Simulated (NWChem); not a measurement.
# C2H6OSi; SMILES [SiH3]C(=O)C

Results from NWChem. The geometry was optimised at PBE0/def2-SVP. Level: B3LYP/def2-SVP with SMD (1 M gas to 1 M solution), gas-phase geometry. Reactions with the solvent are ignored.

```json
[
 {"solvent": "water", "dielectric constant": "78.4", "solvation free energy (kcal/mol)": "-1.1", "cavity-dispersion-structure term (kcal/mol)": "4.3", "dipole in solution (D)": "3.33"},
 {"solvent": "benzene", "dielectric constant": "2.27", "solvation free energy (kcal/mol)": "-3.2", "cavity-dispersion-structure term (kcal/mol)": "-1.5", "dipole in solution (D)": "2.64"},
 {"solvent": "ethylene glycol", "dielectric constant": "40.2", "solvation free energy (kcal/mol)": "-0.9", "cavity-dispersion-structure term (kcal/mol)": "4.3", "dipole in solution (D)": "3.31"},
 {"solvent": "tetrahydrofuran", "dielectric constant": "7.43", "solvation free energy (kcal/mol)": "-3.7", "cavity-dispersion-structure term (kcal/mol)": "-0.9", "dipole in solution (D)": "2.86"},
 {"solvent": "cyclohexanone", "dielectric constant": "15.6", "solvation free energy (kcal/mol)": "-3.6", "cavity-dispersion-structure term (kcal/mol)": "-0.5", "dipole in solution (D)": "2.91"}
]
```
